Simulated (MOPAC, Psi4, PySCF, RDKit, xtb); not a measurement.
Two geometries of C2H7BSi, SMILES [SiH2](B)C=C, relaxed at B3LYP-D3(BJ)/def2-SVP with one dihedral held; other torsions can differ between them too.

Structure A

```
11

B      1.7110    -0.8236     0.5401
Si     0.6661     0.8890     0.3309
C      1.5015     2.1596    -0.7772
C      2.6312     1.9483    -1.4663
H      1.6410    -1.4828     1.5481
H      2.4058    -1.2508    -0.3499
H     -0.6583     0.4915    -0.2622
H      0.3429     1.5313     1.6439
H      1.0292     3.1485    -0.8605
H      3.1615     0.9900    -1.4355
H      3.0794     2.7226    -2.0995
```

Structure B

```
11

B      1.7932    -0.7276     0.3531
Si     0.5986     0.9025     0.3310
C      1.2717     2.2159     1.5054
C      2.1822     1.9961     2.4644
H      1.9701    -1.3322     1.3834
H      2.3420    -1.1516    -0.6338
H      0.4566     1.5185    -1.0246
H     -0.7840     0.4975     0.7544
H      0.8896     3.2397     1.3894
H      2.6113     1.0045     2.6472
H      2.5380     2.7975     3.1221
```

Question: Which is lower in energy at the level DF-MP2 (frozen core)/cc-pVTZ // B3LYP-D3(BJ)/def2-SVP (Psi4), and by how much?

Answer: A is lower, by 1.94 kJ/mol (dihedral H5–B1–Si2–C3: 150° in A, 60° in B).

E(B) − E(A) in kJ/mol at the other levels, on the same two geometries: B3LYP/def2-TZVP // B3LYP-D3(BJ)/def2-SVP (Psi4) 2.80; B3LYP-D3(BJ)/def2-TZVP // B3LYP-D3(BJ)/def2-SVP (Psi4) 2.68; PBE/def2-TZVP // B3LYP-D3(BJ)/def2-SVP (Psi4) 3.28; PBE-D3(BJ)/def2-TZVP // B3LYP-D3(BJ)/def2-SVP (Psi4) 3.22; HF/cc-pVTZ // B3LYP-D3(BJ)/def2-SVP (Psi4) 1.92; UFF // B3LYP-D3(BJ)/def2-SVP (RDKit) -2.25; PM3, restricted, heats of formation // B3LYP-D3(BJ)/def2-SVP (MOPAC) 6.37; PM7, restricted, heats of formation // B3LYP-D3(BJ)/def2-SVP (MOPAC) 0.73; GFN1-xTB // B3LYP-D3(BJ)/def2-SVP (xtb) -0.26; restricted B3LYP/6-31G*, spherical d // B3LYP-D3(BJ)/def2-SVP (PySCF) 2.76; restricted B3LYP/6-311+G**, spherical d, density fitting // B3LYP-D3(BJ)/def2-SVP (PySCF) 2.78; restricted B3LYP/3-21G // B3LYP-D3(BJ)/def2-SVP (PySCF) 3.04; restricted LDA (SVWN5)/6-31G*, spherical d // B3LYP-D3(BJ)/def2-SVP (PySCF) 4.18.
